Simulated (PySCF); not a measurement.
BH, SMILES [BH] (connectivity only; charge and spin as stated), neutral, multiplicity 1.

Coordinates come from a PBE0-D3(BJ)/def2-TZVPD optimisation.

Two levels are set side by side: TDA-PBE/def2-TZVPD (PySCF) and TDA-LC-ωPBE/def2-TZVPD (PySCF). Vertical, same geometry. The lowest singlet is HOMO→LUMO 97 % with PBE and HOMO→LUMO+1 96 % with the other functional; states are paired by order. Differences are taken from unrounded values.

```json
[
 {"quantity": "lowest singlet excitation (eV)", "TDA-LC-ωPBE": "2.77", "TDA-PBE": "2.86", "TDA-PBE minus TDA-LC-ωPBE": "0.10"},
 {"quantity": "lowest triplet excitation (TDA) (eV)", "TDA-LC-ωPBE": "0.79", "TDA-PBE": "0.98", "TDA-PBE minus TDA-LC-ωPBE": "0.19"},
 {"quantity": "first bright state (f over 0.05) (eV)", "TDA-LC-ωPBE": "6.54", "TDA-PBE": "5.65", "TDA-PBE minus TDA-LC-ωPBE": "-0.89"},
 {"quantity": "its oscillator strength", "TDA-LC-ωPBE": "0.12", "TDA-PBE": "0.10", "TDA-PBE minus TDA-LC-ωPBE": "-0.01"}
]
```

Rough cost on one machine, each run with all the roots and properties that it gave: TDA-LC-ωPBE against TDA-PBE within a factor of 2.
